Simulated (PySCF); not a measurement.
Molecule: SMILES CN[SiH2][SiH2][SiH3], CH$_{11}$NSi$_{3}$.

Bonds (- single, = double, # triple, : aromatic): C1-N2, N2-Si3, Si3-Si4, Si4-Si5. C1 carries H6, H7, H8; N2 carries H9; Si3 carries H10, H11; Si4 carries H12, H13; Si5 carries H14, H15, H16.

Frames of a GFN2-xTB Langevin trajectory at 300 K; GIAO PBE0/pcSseg-1 shieldings in PySCF 2.14, gas phase, non-relativistic; equivalent atoms averaged within each frame.

Referencing at the same level of theory: ¹³C (186.93 ppm), ²⁹Si (349.16 ppm), ¹H (31.72 ppm) vs TMS; NH3 for ¹⁵N (267.73 ppm). The references are static minima.

How do the shifts (ppm) fluctuate along the trajectory?

Results:


```tsv
time (fs)	C1	N2	Si3	Si5	Si4	H10/H11	H14/H15/H16	H12/H13	H6/H7/H8	H9
optimised geometry	34.2	7.3	-47.3	-118.0	-134.7	5.03	3.48	3.50	2.75	-0.33
250	26.9	7.0	-26.8	-122.1	-137.4	5.22	3.74	3.69	1.93	-0.45
425	35.0	0.7	-54.2	-119.7	-144.6	5.78	3.47	3.43	3.07	-0.60
625	31.2	7.0	-47.3	-116.5	-143.3	5.18	3.38	3.90	2.67	0.42
800	43.3	9.9	-48.2	-117.4	-153.7	5.77	3.53	3.58	3.27	0.85
1000	42.9	7.0	-44.7	-114.8	-149.6	5.19	3.12	3.64	3.85	-0.93
mean of frames	35.8	6.3	-44.2	-118.1	-145.7	5.43	3.45	3.65	2.96	-0.14
standard deviation	7.2	3.4	10.4	2.8	6.2	0.31	0.23	0.17	0.72	0.75
```

5 frames give an uncertainty of the mean of about the standard deviation over 2.2 at best, since frames this close in time may not be independent; classical motion lacks zero-point vibration, and the reference would need the same averaging.
